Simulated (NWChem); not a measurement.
System: vinylidene fluoride (C$_{2}$H$_{2}$F$_{2}$); SMILES FC(F)=C

Here is an NWChem input.

```
start job
memory heap 200 mb stack 900 mb global 1100 mb
geometry units angstroms noautosym nocenter noautoz
  C      0.014913    -1.385722     0.000000
  C      0.000736    -0.062923     0.000000
  F     -1.093196     0.686527     0.000000
  F      1.078430     0.709732     0.000000
  H      0.957241    -1.915946     0.000000
  H     -0.915803    -1.936068     0.000000
end
basis spherical
  * library 6-31g*
end
dft
  xc b3lyp
  iterations 150
end
cosmo
  do_cosmo_smd true
  solvent water
end
task dft energy
```

All runs use the structure optimised with B3LYP/6-31G* (spherical d). Solvent: water.

Level: B3LYP/6-31G* with SMD (1 M gas to 1 M solution), gas-phase geometry.

Q: Give the results of this calculation. (B3LYP/6-31G* (spherical d), SMD on the gas-phase geometry.) Quantities: solvation free energy (kcal/mol); cavity-dispersion-structure term (kcal/mol); dipole in solution (D).

A: 
```
Quantity                                     Value
-------------------------------------------  -----
solvation free energy (kcal/mol)               2.4
cavity-dispersion-structure term (kcal/mol)    4.2
dipole in solution (D)                        1.33
```
